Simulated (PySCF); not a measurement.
Computed IR spectrum (relative IR intensity) of a molecule C2H6N2OSi. The structure is a stationary point at PBE-D3(BJ)/def2-SVP. Other conformers were not sampled. Computed with PBE-D3(BJ)/def2-SVP (PySCF). Frequencies are harmonic and unscaled.

Lines under 2 % of the strongest are left out, and lines within 2 cm⁻¹ are merged.

```csv
ν (cm⁻¹),relative intensity
161,2.1
263,2.2
279,7.7
418,65
452,11
474,6.1
602,4.2
644,7.2
699,6.8
746,9.1
782,8.4
831,10
866,20
905,21
916,65
944,3.9
1063,74
1158,2.3
1207,9.3
1390,3.1
1497,17
1640,100
2193,48
2993,4.3
3050,17
3487,9.7
3582,10
```

Question: Pick the molecule that these values belong to.
A) N[Si@@H]1COC=N1
B) NC[Si@H]1N=CO1
C) C[Si@@]1(N)N=CO1
D) NC[SiH2]N=C=O

Answer: A, N[Si@@H]1COC=N1
